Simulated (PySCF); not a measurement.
Ge(Cl)(SH) (ClGeHS), SMILES [SH][Ge][Cl] (connectivity only; charge and spin as stated), neutral, multiplicity 1. Coordinates come from a PBE0-D3(BJ)/def2-TZVP optimisation. Other conformers were not sampled.

These are PBE0-D3(BJ)/def2-TZVP in PySCF values and carry that method's errors.

Harmonic wavenumbers (cm⁻¹): 146, 377, 387, 402, 720, 2696. Rotational constants (GHz): 6.598, 2.682, 1.907; symmetry number 1.

**Question.** Work out the zero-point energy and the ideal-gas rigid-rotor harmonic-oscillator thermochemistry at 298.15 K and 1 atm.

**Answer.** ZPE = ½ Σ hcν = ½ × 4729 cm⁻¹ = 28.28 kJ/mol. H − E(el) = 42.71 kJ/mol. Entropy in J/(mol K): translation 170.48, rotation 111.53, vibration 25.19, total 307.20. G − E(el) = -48.88 kJ/mol. Cp = 63.30 J/(mol K). Modes under 150 cm⁻¹ make the vibrational entropy uncertain.
